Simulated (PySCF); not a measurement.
In(F)(Br)(NH2) (BrFH2InN), SMILES [NH2][In]([F])[Br].

Geometry optimised at PBE-D3(BJ)/def2-SVP. The structure was generated by enumeration; whether it is a known compound was not checked. The def2 effective core potentials stand for the cores of In; spin–orbit coupling is left out. Other conformers were not sampled.

Computed with PBE-D3(BJ)/def2-SVP (PySCF).

Frequencies are harmonic and unscaled.

Problem. Estimate the vibrational spectrum. (Estimate from the structure and the level; the computed values follow.)

Solution. 
```json
[
 {"mode": "1", "ν (cm⁻¹)": "83", "IR (km/mol)": "2.3", "moving atoms (share of kinetic energy)": "N 42 %, In 20 %, Br 15 %, H 12 %, F 11 %"},
 {"mode": "2", "ν (cm⁻¹)": "115", "IR (km/mol)": "6.7", "moving atoms (share of kinetic energy)": "In 32 %, F 29 %, N 26 %, H 9 %"},
 {"mode": "3", "ν (cm⁻¹)": "116", "IR (km/mol)": "19.5", "moving atoms (share of kinetic energy)": "F 62 %, N 16 %, In 11 %"},
 {"mode": "4", "ν (cm⁻¹)": "224", "IR (km/mol)": "19.3", "moving atoms (share of kinetic energy)": "H 85 %"},
 {"mode": "5", "ν (cm⁻¹)": "248", "IR (km/mol)": "32.5", "moving atoms (share of kinetic energy)": "Br 55 %, In 32 %, H 8 %"},
 {"mode": "6", "ν (cm⁻¹)": "495", "IR (km/mol)": "93.5", "moving atoms (share of kinetic energy)": "N 66 %, H 25 %"},
 {"mode": "7", "ν (cm⁻¹)": "586", "IR (km/mol)": "62.9", "moving atoms (share of kinetic energy)": "F 82 %, In 13 %"},
 {"mode": "8", "ν (cm⁻¹)": "625", "IR (km/mol)": "37.0", "moving atoms (share of kinetic energy)": "H 63 %, N 27 %"},
 {"mode": "9", "ν (cm⁻¹)": "820", "IR (km/mol)": "27.3", "moving atoms (share of kinetic energy)": "H 92 %"},
 {"mode": "10", "ν (cm⁻¹)": "1473", "IR (km/mol)": "8.9", "moving atoms (share of kinetic energy)": "H 92 %, N 8 %"},
 {"mode": "11", "ν (cm⁻¹)": "3406", "IR (km/mol)": "22.9", "moving atoms (share of kinetic energy)": "H 96 %"},
 {"mode": "12", "ν (cm⁻¹)": "3513", "IR (km/mol)": "16.2", "moving atoms (share of kinetic energy)": "H 92 %, N 8 %"}
]
```
